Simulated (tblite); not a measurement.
Compound: C3H5FOSi.
Numbering: `[CH2:1]=[C:2]([CH:3]=[O:4])[SiH2:5][F:6]` (hydrogens: H7, H8 on C1; H9 on C3; H10, H11 on Si5)

A start from a force field or distance geometry was refined with tblite, GFN2-xTB geometry optimisation, gas phase. Values at the start:

```csv
coordinate,start
C1=C2,1.331 Å
C1–H7,1.089 Å
C1–H8,1.090 Å
C2–C3,1.490 Å
C2–Si5,1.834 Å
C3=O4,1.212 Å
C3–H9,1.108 Å
Si5–F6,1.618 Å
Si5–H10,1.484 Å
C1–C2–C3,118.3°
C1–C2–Si5,126.0°
C2–C3–O4,124.3°
C2–Si5–F6,106.4°
C3–C2–Si5,115.7°
```

Question: How do these coordinates change at the GFN2-xTB level?

Answer: 
```csv
coordinate,GFN2-xTB (Å or °),change
C2–Si5,1.893,+0.059
Si5–H10,1.452,-0.032
C2–C3,1.460,-0.030
C1–H7,1.077,-0.012
C1–H8,1.081,-0.009
C3=O4,1.207,-0.005
C1=C2,1.333,+0.002
Si5–F6,1.617,-0.001
C3–H9,1.107,-0.001
C3–C2–Si5,112.8,-2.9
C1–C2–C3,121.1,+2.8
C2–Si5–F6,104.4,-2.0
C2–C3–O4,122.4,-1.9
C1–C2–Si5,126.1,+0.1
```

The energy falls by 2.0 kcal/mol over 29 L-BFGS steps, the largest force on an atom goes from 1.79 to 0.009 eV/Å, and the atoms move by 0.043 Å rms after alignment. The bond that changes most is C2–Si5 (fully substituted alkene carbon to fluorine-bound silicon), which lengthens by 0.059 Å. Bonds longer at the end by more than 0.005 Å: 1 of 10; shorter: 5. Rotational constants go from 5004, 2015, 1462 to 4821, 2094, 1486 MHz.

The run took 1.0 s wall, 0.37 s CPU on Intel Xeon at 2.50 GHz, one thread (shared host).

Its GFN2-xTB frequencies are all real (lowest 62 cm⁻¹). One conformer, not necessarily the lowest.

Conformer computed: `[CH2:1]=[C:2]([CH:3]=[O:4])[SiH2:5][F:6]`: C1–C2–C3–O4 180°, C1–C2–Si5–F6 0°.
